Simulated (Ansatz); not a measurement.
Gas-phase electronic energies from Ansatz, PBE0-D4/def2-TZVP geometries. CCSD(T)/CBS is the MP2 limit (def2-TZVPP, def2-QZVPP) plus CCSD(T) − MP2 in def2-TZVPP, frozen cores. This one scheme is used for every species. DFT in def2-TZVPP. HSE06 is defined as in plane-wave codes. For Ge outer-core shells are correlated without core-valence functions, which leaves a few kJ/mol of doubt a bond. Scalar relativity is left out up to krypton. Each species was taken in one conformer, which may not be the lowest.

Consider the formal exchange of groups at a Ge–Si bond: `[F][GeH2][SiH2]Cl` + CH₄ → `[CH3][GeH2][F]` + `[SiH3]Cl`.

Q: Is it downhill or uphill in electronic energy at CCSD(T)/CBS, and by how much? (Estimate.)

A: Ansatz gave: Uphill: ΔE = +3.0 kcal/mol.

Q: What do these levels give: LDA (SPW92), BLYP-D4, PBE0-D4, r2SCANh-D4, HSE06-D4, CAM-B3LYP-D4, ωB97M-V, B2PLYP, PBE0, HF/def2-SVP, HF/def2-TZVPP, MP2/CBS(def2)? (Best estimate.)

A: Computed: LDA (SPW92) 5.6, BLYP-D4 6.0, PBE0-D4 5.5, r2SCANh-D4 4.7, HSE06-D4 5.6, CAM-B3LYP-D4 3.7, ωB97M-V 3.2, B2PLYP 3.2, PBE0 5.0, HF/def2-SVP 1.1, HF/def2-TZVPP 1.0, MP2/CBS(def2) 2.2 kcal/mol.

Q: What do rigid-rotor, harmonic-oscillator terms from PBE0-D4/def2-TZVP frequencies (298.15 K, 1 bar) make of the CCSD(T)/CBS value? (An estimate is asked.)

A: The calculation gave: ΔZPE = -0.7 kcal/mol, ΔH = +1.6 kcal/mol, ΔS = 6 J/(mol·K), ΔG = +1.1 kcal/mol. Modes under 50 cm⁻¹ make the entropy rough.

Largest T1 diagnostic among the species: 0.011.

Leaving LDA and LC-ωPBE aside and taking each functional with its dispersion term where it has one, the values, not all of them listed here, spread over 3.5 kcal/mol, from PBE-QIDH to PBE-D4. The D4 term adds +1.0 kcal/mol with B3LYP and +0.6 kcal/mol with PBE0; it sums over pairs of atoms, weighted by their polarisabilities, and B3LYP, whose exchange is more repulsive, gets the larger term.

B3LYP here is the variant with VWN-RPA as its local correlation; programs differ in this.
